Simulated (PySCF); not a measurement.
W(OH)2(H)4 (H₆O₂W), SMILES [OH][WH4][OH], multiplicity 1.

Coordinates come from a PBE0-D3(BJ)/def2-SVP optimisation. The geometry has at least one imaginary mode, so it is a saddle point at that level. The multiplicity is an assumed one; no other spin state was optimised. The structure was generated by enumeration; whether it is a known compound was not checked. The def2 effective core potentials stand for the cores of W; spin–orbit coupling is left out. Other conformers were not sampled.

Two levels are set side by side: PBE/def2-TZVPD (PySCF) and PBE0/def2-TZVPD (PySCF). Same geometry, gas phase. Differences are taken from unrounded values.

| quantity | PBE0 |
|---|---|
| orbital gap (eV) | 5.71 |
| highest occupied level (eV) | -7.58 |
| lowest empty level (eV) | -1.87 |
| dipole moment (D) | 1.24 |
| mean polarisability (bohr³) | 58.5 |

Q: What does PBE give, and how far is it from PBE0? (Estimate from the structure and the level; the computed values follow.)

A: 
```json
[
 {"quantity": "orbital gap (eV)", "PBE": "3.36", "PBE minus PBE0": "-2.34"},
 {"quantity": "highest occupied level (eV)", "PBE": "-6.29", "PBE minus PBE0": "1.29"},
 {"quantity": "lowest empty level (eV)", "PBE": "-2.92", "PBE minus PBE0": "-1.05"},
 {"quantity": "dipole moment (D)", "PBE": "1.38", "PBE minus PBE0": "0.13"},
 {"quantity": "mean polarisability (bohr³)", "PBE": "61.3", "PBE minus PBE0": "2.7"}
]
```

Without exact exchange PBE keeps part of each electron's self-repulsion, which lifts occupied levels and narrows the gap. PBE's more diffuse valence density responds more strongly to a field. Differences between two approximate levels are no errors against the true value.

Rough cost on one machine, each run with all the roots and properties that it gave: PBE0 against PBE within a factor of 2.
